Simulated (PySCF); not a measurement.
## Polarisability and C₆ of Ta⁺ (tantalum, charge +1)

[Xe] 4f14 5d3 6s1, high-spin 5F determinant. Calculation: PySCF 2.14, in aug-cc-pwCVTZ-PP with ECP60MDF; a scalar-relativistic core potential. Coupled (time-dependent) response in atomic units; α is the mean over directions.

```csv
method,mean α (bohr³),C₆ (like pair),S(−4)
UHF,52.87,476.8,1416
PBE,41.08,353.6,776.3
```

S(−4) is the Cauchy moment in α(ω) = α(0) + S(−4) ω² + …

Spin-orbit coupling is absent.

α(iu) at PBE:

| u (hartree) | α(iu) (bohr³) |
| --- | --- |
| 0 | 41.08 |
| 0.0500 | 39.25 |
| 0.100 | 34.81 |
| 0.200 | 25.00 |
| 0.300 | 18.14 |
| 0.500 | 11.03 |
| 0.750 | 7.096 |
| 1.00 | 5.083 |
| 1.50 | 3.056 |
| 2.00 | 2.052 |
| 3.00 | 1.101 |
| 5.00 | 0.4570 |

For an ion, C₆ is the dispersion term alone; charge-induced terms of lower order in 1/R come first.

Energies and moments cover only the electrons outside the core potential. Spin-orbit coupling, absent here, splits the open shell strongly.
